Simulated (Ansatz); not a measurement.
Al₆Ir⁺. The state is a singlet with charge 1. Geometry PBE-D4/def2-SVP, basis def2-TZVP, Ansatz.

```
atom    x (Å)    y (Å)    z (Å)
 Ir1   0.7317   0.6038  -0.2642
 Al2  -0.7728   1.6654   1.2376
 Al3   2.9564  -0.3021  -0.0056
 Al4   0.6402  -1.9278   0.1630
 Al5  -1.7126  -1.6048   1.4505
 Al6  -1.3719  -0.5726  -0.9252
 Al7  -0.4710   2.1381  -1.6560
```

```tsv
run	HOMO (eV)	LUMO (eV)
A	-8.81	-7.03
B	-8.47	-7.37
C	-8.31	-7.70
D	-8.21	-7.58
E	-8.34	-7.62
F	-8.55	-7.39
```

In the def2 sets Ir takes a core potential; there is no spin–orbit coupling. HSE06 is defined as in plane-wave codes, on full-range PBE exchange. No other spin state of charge 1 was run. The structure comes from a short search, and lower isomers may exist.

Problem. The runs used HSE06, LDA (SPW92), PBE, PBE0, r2SCAN, r2SCANh. Estimate which is which.

Solution. A PBE0 (25 % exact exchange); B HSE06 (range-separated); C LDA (SPW92) (0 % exact exchange); D PBE (0 % exact exchange); E r2SCAN (0 % exact exchange); F r2SCANh (10 % exact exchange). Exact exchange lowers occupied and raises empty levels; among semilocal functionals meta-GGAs tend to open the gap a little, and such runs are hard to tell apart. The gap grows from 0.61 eV (LDA (SPW92)) to 1.79 eV (PBE0). The restricted singlet is unstable towards broken spin symmetry in Hartree–Fock (as tested in another run); at PBE0-D4/def2-TZVP, HSE06-D4/def2-TZVP, LDA (SPW92)/def2-TZVP, PBE-D4/def2-TZVP and others this wasn't settled.
